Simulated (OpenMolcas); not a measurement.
# SiN2H6O: a line through the functionals

The species is SiN2H6O (10 atoms), meant as a singlet with charge 0. SMILES: `N[SiH](N)O`. The coordinates come from a PBE0-D4/def2-TZVP relaxation. This is one conformer, not always the lowest.

The vertical ionisation energy (to the doublet cation) y, in eV, basis def2-SVP; a is the functional's share of exact exchange. Programs: OpenMolcas 26.06.

| functional | program | a | y (eV) |
| --- | --- | --- | --- |
| revPBE | OpenMolcas | 0 | 8.85 |
| TPSS | OpenMolcas | 0 | 8.91 |
| B3LYP | OpenMolcas | 0.2 | 9.31 |
| PBE0 | OpenMolcas | 0.25 | ? |
| BHLYP | OpenMolcas | 0.5 | 9.64 |

Question: Fit y = c + s·a to the known rows and predict PBE0.

Answer: 
1. Means of the 4 rows: a = 0.1750, y = 9.178.
2. Σ(Δa)² = 0.1675, Σ(Δa·Δy) = 0.25775, so the slope is 0.25775/0.1675 = 1.5388.
3. Intercept: 9.178 − (1.5388) × 0.1750 = 8.909. The largest residual of the fit is 0.093.
4. PBE0: 8.909 + (1.5388) × 0.25 = 9.29 eV.

The run gave 9.39 eV, so the prediction is off by -0.10 eV, about the largest residual.
